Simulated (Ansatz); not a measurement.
Si4BPH12, a doped cluster cut from the lattice of silicon (B and P 2.4 A apart). The state is a triplet with charge 0. Geometry PBE-D4/def2-SVP, that of the neutral singlet; atoms count from 1.

```xyz
18

B     1.486   -1.480   -0.028
Si   -1.683   -0.346   -1.300
Si    0.738    2.075    0.338
Si    1.687    0.101    1.222
Si   -1.548    1.623   -0.017
P    -0.382   -1.907   -0.240
H     2.014   -2.480    0.447
H     1.871   -1.196   -1.159
H    -3.056   -0.946   -1.450
H    -1.043   -0.224   -2.656
H     0.830    3.305    1.208
H     1.304    2.419   -1.018
H     1.011   -0.060    2.569
H     3.136    0.416    1.509
H    -2.259    1.307    1.276
H    -2.339    2.684   -0.741
H    -1.097   -2.163    0.973
H    -0.672   -3.127   -0.934
```

At PBE0-D4/def2-TZVP a singlet of charge 0 lies 5.03 eV below the triplet at the same geometry.

(1) Estimate the Mulliken populations from the PBE0/def2-TZVP orbitals of Ansatz.

(2) Where does the spin sit?

(3) And the Mayer bond orders between bonded heavy atoms (over 0.3)?

Answers

(1) 
```csv
atom,charge (e),spin (α − β)
B1,-0.29,0.24
Si2,0.08,0.03
Si3,0.07,0.35
Si4,0.04,0.45
Si5,-0.08,0.26
P6,0.00,0.12
H7,0.07,0.08
H8,0.04,-0.01
H9,0.00,0.02
H10,0.00,0.02
H11,0.01,0.06
H12,0.01,0.01
H13,0.01,-0.02
H14,-0.04,0.09
H15,0.01,-0.01
H16,-0.03,0.15
H17,0.11,-0.01
H18,0.01,0.18
```
Mulliken values and Mayer orders depend strongly on the basis.

(2) Summed by element: B 0.24, Si 1.08, P 0.12, H 0.56, of 2 unpaired in all. Largest on single atoms: Si4 0.45, Si3 0.35, Si5 0.26.

(3) B1–Si4 0.79 (2.03 Å); B1–P6 0.91 (1.93 Å); Si2–Si5 1.00 (2.35 Å); Si2–P6 0.95 (2.29 Å); Si3–Si4 0.81 (2.36 Å); Si3–Si5 0.94 (2.36 Å).
